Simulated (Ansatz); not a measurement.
Born–Oppenheimer molecular dynamics of FH3O2Si (7 atoms, charge 0, multiplicity 1). It starts from a relaxed structure.

Computed with RHF/def2-SVP (Ansatz 0.2.0).

| Property | Result |
| --- | --- |
| ensemble | NVE (velocity Verlet) |
| time step | 1 fs |
| steps asked | 100 |
| starting velocities drawn for | 500 K |
| seed | 224218 |

Frames 5 fs apart, positions in Å, forces in eV/Å.

Velocities at 40 fs (Å/ps):

```
Si -0.68 1.19 -2.06
H -4.76 6.92 14.33
O -1.09 -3.95 1.16
H 5.05 17.52 -13.02
F -0.23 0.47 1.46
O 0.81 0.44 -0.97
H 27.47 -10.65 25.42
```

```xyz
7
Properties=species:S:1:pos:R:3:forces:R:3 time_fs=40 energy_less_start_eV=0.188 T=228
Si 0.098 -0.169 0.195 0.89 0.28 0.09
H 0.116 0.097 1.624 0.00 0.08 -0.04
O 1.662 -0.091 -0.331 -0.33 -0.76 -1.34
H 1.911 -0.289 -1.253 -0.49 0.39 1.63
F -0.704 0.926 -0.641 -0.23 0.66 -0.20
O -0.762 -1.515 -0.072 1.44 -0.07 2.50
H -1.123 -1.661 -0.886 -1.29 -0.58 -2.64
7
Properties=species:S:1:pos:R:3:forces:R:3 time_fs=45 energy_less_start_eV=0.231 T=177
Si 0.098 -0.162 0.187 0.58 0.19 0.81
H 0.094 0.129 1.639 0.05 -0.08 -0.57
O 1.653 -0.115 -0.330 -0.96 -0.11 1.90
H 1.902 -0.175 -1.211 0.48 -0.10 -1.76
F -0.707 0.933 -0.636 -0.24 0.82 -0.38
O -0.751 -1.514 -0.063 -1.02 -1.59 -3.02
H -1.094 -1.765 -0.981 1.12 0.88 3.02
7
Properties=species:S:1:pos:R:3:forces:R:3 time_fs=50 energy_less_start_eV=0.089 T=365
Si 0.102 -0.154 0.184 -0.61 -0.40 -0.51
H 0.082 0.150 1.568 0.03 0.13 0.87
O 1.637 -0.142 -0.323 0.50 -0.02 -0.79
H 1.902 -0.066 -1.237 -0.20 -0.06 0.61
F -0.713 0.950 -0.635 -0.02 0.52 -0.29
O -0.740 -1.526 -0.066 0.67 0.20 1.24
H -1.007 -1.822 -0.901 -0.38 -0.37 -1.14
7
Properties=species:S:1:pos:R:3:forces:R:3 time_fs=55 energy_less_start_eV=0.098 T=354
Si 0.102 -0.148 0.180 -1.41 -0.13 0.82
H 0.078 0.185 1.624 -0.01 -0.22 -0.56
O 1.626 -0.171 -0.321 1.10 0.39 -1.68
H 1.888 0.051 -1.225 -0.34 -0.33 1.25
F -0.718 0.973 -0.637 0.31 0.05 -0.03
O -0.724 -1.541 -0.063 0.63 0.64 1.33
H -0.951 -1.882 -0.892 -0.28 -0.40 -1.14
7
Properties=species:S:1:pos:R:3:forces:R:3 time_fs=60 energy_less_start_eV=0.207 T=215
Si 0.090 -0.144 0.181 -0.92 -0.11 0.03
H 0.072 0.181 1.599 -0.08 -0.05 0.01
O 1.626 -0.196 -0.329 -0.34 -0.49 1.44
H 1.865 0.136 -1.146 0.68 0.72 -1.86
F -0.720 0.998 -0.640 0.53 -0.31 0.17
O -0.703 -1.552 -0.053 -0.59 -1.22 -2.74
H -0.898 -1.959 -0.957 0.72 1.46 2.95
7
Properties=species:S:1:pos:R:3:forces:R:3 time_fs=65 energy_less_start_eV=0.133 T=310
Si 0.071 -0.141 0.182 0.08 -0.17 -0.60
H 0.046 0.166 1.580 -0.11 0.14 0.51
O 1.627 -0.220 -0.338 -0.13 0.93 -1.19
H 1.888 0.245 -1.144 -0.25 -0.60 1.04
F -0.716 1.018 -0.641 0.51 -0.49 0.23
O -0.682 -1.565 -0.050 0.26 1.45 2.67
H -0.798 -1.942 -0.861 -0.36 -1.26 -2.65
7
Properties=species:S:1:pos:R:3:forces:R:3 time_fs=70 energy_less_start_eV=0.085 T=373
Si 0.053 -0.138 0.180 0.95 0.20 0.65
H -0.002 0.174 1.639 -0.01 -0.08 -0.79
O 1.623 -0.236 -0.353 -0.74 0.84 -0.53
H 1.917 0.326 -1.071 -0.18 -0.43 0.63
F -0.705 1.032 -0.639 0.35 -0.42 0.13
O -0.662 -1.572 -0.038 -0.43 -0.26 -0.51
H -0.715 -1.981 -0.895 0.06 0.14 0.41
7
Properties=species:S:1:pos:R:3:forces:R:3 time_fs=75 energy_less_start_eV=0.177 T=256
Si 0.042 -0.135 0.181 1.17 -0.20 -0.54
H -0.054 0.177 1.572 0.02 0.22 0.59
O 1.606 -0.245 -0.371 -1.61 -0.88 1.30
H 1.941 0.374 -0.959 0.72 1.27 -1.11
F -0.690 1.041 -0.636 0.13 -0.21 -0.08
O -0.649 -1.580 -0.028 -0.35 -1.50 -2.81
H -0.608 -2.032 -0.922 -0.08 1.30 2.65
7
Properties=species:S:1:pos:R:3:forces:R:3 time_fs=80 energy_less_start_eV=0.171 T=272
Si 0.041 -0.133 0.180 0.35 -0.28 0.42
H -0.101 0.218 1.591 0.14 -0.03 -0.10
O 1.574 -0.252 -0.384 0.60 1.46 -0.85
H 1.999 0.478 -0.871 -0.77 -1.25 0.93
F -0.673 1.047 -0.634 -0.10 -0.05 -0.24
O -0.642 -1.594 -0.030 -0.80 2.33 3.44
H -0.513 -2.023 -0.797 0.58 -2.18 -3.60
7
Properties=species:S:1:pos:R:3:forces:R:3 time_fs=85 energy_less_start_eV=0.080 T=389
Si 0.042 -0.134 0.181 -0.58 -0.20 0.89
H -0.116 0.256 1.604 0.20 -0.21 -0.47
O 1.543 -0.250 -0.400 0.76 0.16 -0.18
H 2.012 0.511 -0.705 0.01 -0.05 0.03
F -0.657 1.053 -0.634 -0.23 0.00 -0.25
O -0.639 -1.599 -0.024 0.33 -0.74 -1.66
H -0.397 -2.118 -0.823 -0.49 1.05 1.63
7
Properties=species:S:1:pos:R:3:forces:R:3 time_fs=90 energy_less_start_eV=0.124 T=325
Si 0.039 -0.136 0.189 -0.74 -0.39 -0.58
H -0.089 0.258 1.549 0.01 0.14 0.87
O 1.523 -0.246 -0.418 0.42 -1.00 0.07
H 2.021 0.522 -0.548 0.81 1.01 -0.28
F -0.644 1.058 -0.638 -0.33 -0.10 -0.09
O -0.638 -1.603 -0.026 0.56 -0.85 -1.45
H -0.294 -2.173 -0.749 -0.73 1.20 1.46
7
Properties=species:S:1:pos:R:3:forces:R:3 time_fs=95 energy_less_start_eV=0.238 T=170
Si 0.030 -0.141 0.194 -0.23 0.35 0.35
H -0.053 0.270 1.622 0.00 -0.23 -0.57
O 1.517 -0.243 -0.439 1.87 1.50 0.26
H 2.077 0.559 -0.406 -0.98 -1.58 -0.21
F -0.636 1.062 -0.643 -0.43 -0.29 0.19
O -0.635 -1.606 -0.031 -1.96 2.92 2.79
H -0.252 -2.156 -0.614 1.73 -2.66 -2.81
```

Of the whole run (100 fs, mean temperature of the second half 296 K): The conserved energy stayed within 4 meV per atom of its start (net change 2.2 meV per atom), so there is no drift, though single steps change it by up to 22 meV in the whole system, a sign of fast motions only just resolved. A run of 0.1 ps of so small a system gives no equilibrium averages.

Time of the run: 78 s on 1 thread of Arm Neoverse V1 (shared host), peak memory 0.14 GiB.
